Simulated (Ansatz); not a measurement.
Diatomic ZnNi, multiplicity 3 (lowest of 2S+1 = 1, 3 at PBE0/def2-TZVPP; our sources give no spin for the ground state, which may be another). No spin–orbit coupling. Ni is treated without relativity. Zn is treated without relativity.

The constants come from a fifth-degree fit in 1/R (seven points, main isotopes). In def2 and cc sets the state is the lowest found near the PBE0 minimum, followed along R.

Correlated levels freeze the inner cores; with def2 sets outer-core shells near the valence are correlated too.

Run with Ansatz (Gaussian basis) for Hartree–Fock, density functionals and correlated methods. 

| level | r_e (Å) | ω_e (cm⁻¹) | ω_e x_e (cm⁻¹) | dipole (D) |
|---|---|---|---|---|
| PBE/def2-TZVPP | 2.392 | 204 | 1.5 | 0.26 |
| r2SCAN/def2-TZVPP | 2.345 | 221 | 1.5 | 0.32 |
| B97M-V/def2-TZVPP | 2.431 | 183 | 1.6 | 0.32 |
| B3LYP/def2-TZVPP | 2.444 | 179 | 1.7 | 0.28 |
| BHLYP/def2-TZVPP | 2.499 | 157 | 1.8 | 0.12 |
| CAM-B3LYP/def2-TZVPP | 2.424 | (withheld) | 1.8 | 0.20 |
| wB97M-V/def2-TZVPP | 2.442 | 181 | 1.7 | 0.05 |
| B2PLYP/def2-TZVPP | (withheld) | (withheld) | 1.8 | - |

Q: Some entries are withheld; supply them.

A: 
- B2PLYP/def2-TZVPP, r_e (Å): 2.411
- B2PLYP/def2-TZVPP, ω_e (cm⁻¹): 192
- CAM-B3LYP/def2-TZVPP, ω_e (cm⁻¹): 184

Ansatz is a program for electronic structure.
